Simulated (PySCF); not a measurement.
Gas-phase equilibrium of 1 mol NaCl, 87 mol H₂O at 1200 K and 10.0 bar, among 21 species (ClO, O₂, HCl, O, HO₂, H₂O, H, HOCl, Na, H₂O₂, O₃, Na₂, H₂, Na₂(OH)₂, NaCl, NaOH, Cl, Cl₂, Na₂O, Na₂Cl₂, OH). Only gases are allowed; each row takes one source of thermochemistry for all species, and Cantera finds the minimum.

Method: PySCF energies plus ideal-gas RRHO corrections (1 bar). The comparison is the NASA 1993 polynomial table, which mixes measured and estimated data. After a fit of one offset per element over all species, the range-separated, M06-2X, PBE0/def2-QZVP and CCSD(T)/def2-TZVPP enthalpies, where run, lie to one side of the table for NaOH (+16 kJ/mol): a fault of the table's entry, another state or a shared error of the levels is possible; this was not checked at source. S°(298 K) at PBE0/def2-TZVP differs from the NASA 1993 table for NaOH (+8 J/mol/K); whether the harmonic model or the table's entry is off was not settled. † marks an energy on the PBE0/def2-TZVP geometry and frequencies. The species in the table below are closed-shell singlets. The harmonic model lacks anharmonicity and excited electronic states, which grow with temperature; levels with a mode under 35 cm⁻¹ are left out. Soft modes under 120 cm⁻¹ make the harmonic entropy rough for Na₂Cl₂. The table's entry may be an old estimate for NaOH, Na₂Cl₂ (not checked at source).

Molecules larger than those listed are left out. Table species left out: NaH, NaO.

Mole fractions:

| thermochemistry | x H₂O | x Na₂Cl₂ | x NaCl | x HCl | x NaOH |
|---|---|---|---|---|---|
| table | 0.99 | 0.0047 | 0.0020 | 6.4e-5 | 6.3e-5 |
| BLYP/def2-TZVP† | 0.99 | 0.0040 | 0.0033 | 0.00021 | 0.00011 |
| PBE0/def2-SVP† | 0.99 | 0.0054 | 0.00051 | 5.8e-5 | 7.2e-6 |
| ωB97X-V/def2-TZVP† | 0.99 | 0.0050 | 0.0014 | 8.2e-5 | 4.0e-5 |
The most sensitive of these is NaOH: it spans a factor of 10^1.2 over these rows; at this temperature one factor of ten is RT ln 10 = 23 kJ/mol.
